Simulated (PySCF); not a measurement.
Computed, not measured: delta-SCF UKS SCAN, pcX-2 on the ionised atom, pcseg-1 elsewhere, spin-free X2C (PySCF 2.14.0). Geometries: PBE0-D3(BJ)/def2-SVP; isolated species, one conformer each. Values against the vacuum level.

Question: Order these sites by rising C 1s binding energy.
A. Carbon in `[BH3-][S+](C)C`
B. C2 in `[CH3:1][C:2](=[O:3])[NH:4][SiH2:5][NH:6][GeH3:7]`
C. C8 in `[SiH3:1][NH:2][c:3]1[cH:4][cH:5][cH:6][n:7][cH:8]1`

Answer: C (290.75 eV), A (291.83 eV), B (293.66 eV).

From the lowest up, the atoms are bonded to: N (aromatic in the SMILES), C (aromatic in the SMILES) and H (290.75); S and 3 H (291.83); O (double bond), N and C (293.66).

Question: Order these sites by rising N 1s binding energy.
A. Nitrogen in `N[SiH](N)S`
B. N7 in `[SiH3:1][NH:2][c:3]1[cH:4][cH:5][cH:6][n:7][cH:8]1`
C. N4 in `[CH3:1][C:2](=[O:3])[NH:4][SiH2:5][NH:6][GeH3:7]`

Answer: B (404.35 eV), A (404.69 eV), C (405.01 eV).

The highest is bonded to C, H and Si, the lowest to 2 C (aromatic in the SMILES); the range is 0.66 eV.
